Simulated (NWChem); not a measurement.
System: C2H3F3O; SMILES FC(F)(OC)F

```xyz
9

C      0.0317     1.9526     0.0000
O      0.7710     0.7263     0.0000
C      0.0340    -0.4023     0.0000
F     -0.7751    -0.4963    -1.0881
F      0.8682    -1.4451     0.0000
F     -0.7751    -0.4963     1.0881
H     -0.6029     2.0323     0.9065
H     -0.6029     2.0323    -0.9065
H      0.7819     2.7626     0.0000
```
Atoms are numbered in this order, from 1.

Program: NWChem. Pople sets run with spherical d functions. Structure relaxed at the PBE-D3(BJ)/def2-SVP level. Level SCAN/6-31G*: energy and gradient on several grids; changes count from the extra-fine grid, which is no exact limit either.

| grid | size of the energy change (μHa) | largest change of a gradient component (μHa/bohr) | time, medium = 1 (rough) |
|---|---|---|---|
| xcoarse | 10000 | 5000 | about 1 |
| coarse | 20000 | 2000 | about 1 |
| medium | 6000 | 800 | about 1 |
| fine | 3000 | 300 | about 1 |
| xfine | < 10 | < 30 | 2 |
